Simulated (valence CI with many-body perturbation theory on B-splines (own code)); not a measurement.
# Forbidden lines of Pm XXX

Level of theory: relativistic CI+MBPT: four valence electrons over a frozen Dirac-Fock core [Ar] 3d10, a basis of 11 s, 11 p, 9 d, 7 f, 5 g, 2 h, 1 i functions for each j, with the one-electron correlation potential Σ1 (screened to all orders), the two-electron term Σ2, the three-electron term Σ3, Breit, model QED; selected single and double excitations, second order for the rest (own B-spline code, finite nucleus).

The last digits are not significant, and no measured levels were compared; by estimate large intervals hold to a few tenths of a per cent, small ones and those within an open d or f shell to about a per cent.

Lines 1 to 11 of 11 in falling wavelength, among levels below 2197300 cm⁻¹, chosen from the decays that carry over 1 % of a level's rate. Wavelengths and rates use the calculated energies. Electric multipoles are in the length gauge, E1 and E2 with the static RPA response of the core. Weak lines are less certain than strong ones. Lines between different terms over intervals too small for the method are left out, as are lines whose strength nearly cancels.

Levels are named by their leading jj configuration (3d3/2^4 stands for four electrons in 3d with j = 3/2), which in mixed levels can hold well under half, so a name can repeat and another be missing.

| λ vac (Å) | Upper | Lower | Type | A (s⁻¹) | Branch % |
| --- | --- | --- | --- | --- | --- |
| 3974 | (4s^2 4p1/2 4p3/2) J=2 | (4s^2 4p1/2 4p3/2) J=1 | M1 | 8.71e+01 | 3.7 |
| 462.1 | (4s^2 4p3/2 4d5/2) J=4 | (4s^2 4p1/2 4d5/2) J=3 | M1 | 1.47e+05 | 87.4 |
| 411.8 | (4s^2 4p1/2 4p3/2) J=1 | (4s^2 4p1/2^2) J=0 | M1 | 1.90e+05 | 100.0 |
| 381.9 | (4s^2 4p3/2^2) J=2 | (4s^2 4p1/2 4p3/2) J=2 | M1 | 1.74e+05 | 47.0 |
| 381.9 | (4s^2 4p3/2^2) J=2 | (4s^2 4p1/2 4p3/2) J=2 | E2 | 4.27e+03 | 1.2 |
| 373.2 | (4s^2 4p1/2 4p3/2) J=2 | (4s^2 4p1/2^2) J=0 | E2 | 2.24e+03 | 96.3 |
| 348.4 | (4s^2 4p3/2^2) J=2 | (4s^2 4p1/2 4p3/2) J=1 | M1 | 1.89e+05 | 51.2 |
| 313.9 | (4s^2 4p3/2^2) J=0 | (4s^2 4p1/2 4p3/2) J=2 | E2 | 1.46e+04 | 2.5 |
| 290.9 | (4s^2 4p3/2^2) J=0 | (4s^2 4p1/2 4p3/2) J=1 | M1 | 5.63e+05 | 97.5 |
| 240.9 | (4s^2 4p3/2 4d5/2) J=4 | (4s 4p1/2 4p3/2^2) J=3 | M1 | 9.98e+03 | 5.9 |
| 145.2 | (4s^2 4p3/2 4d5/2) J=4 | (4s 4p1/2^2 4p3/2) J=2 | E2 | 6.18e+03 | 3.7 |
